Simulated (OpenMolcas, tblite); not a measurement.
## How methods differ on C2H4NOSi (SMILES C[SiH]N=C=O)

The species is C2H4NOSi (9 atoms), meant as a doublet with charge 0. As SMILES, `C[SiH]N=C=O`. Geometry: relaxed at PBE0-D4/def2-TZVP. This is one conformer, not always the lowest.

Each level gives the vertical ionisation energy (to the singlet cation) (eV). The values are calculated.

| level | kind | program | value (eV) | CPU time (all runs) |
| --- | --- | --- | --- | --- |
| IPEA1-xTB | semi-empirical | tblite | 11.46 | 2.2 s |
| UHF/def2-SVP | Hartree–Fock | OpenMolcas | 7.91 | 31 s |
| USVWN5/def2-SVP | LDA | OpenMolcas | 7.84 | 88 s |
| UBLYP/def2-SVP | GGA | OpenMolcas | 7.61 | 2.2 min |
| UM06-L/def2-SVP | meta-GGA | OpenMolcas | 7.90 | 2.6 min |
| UBHLYP/def2-SVP | global hybrid | OpenMolcas | 8.09 | 2.1 min |

The values span 7.61 to 11.46 eV. The xTB values lack the empirical shift that such differences need. CPU times are rough (shared hosts, several kinds of processor and program).
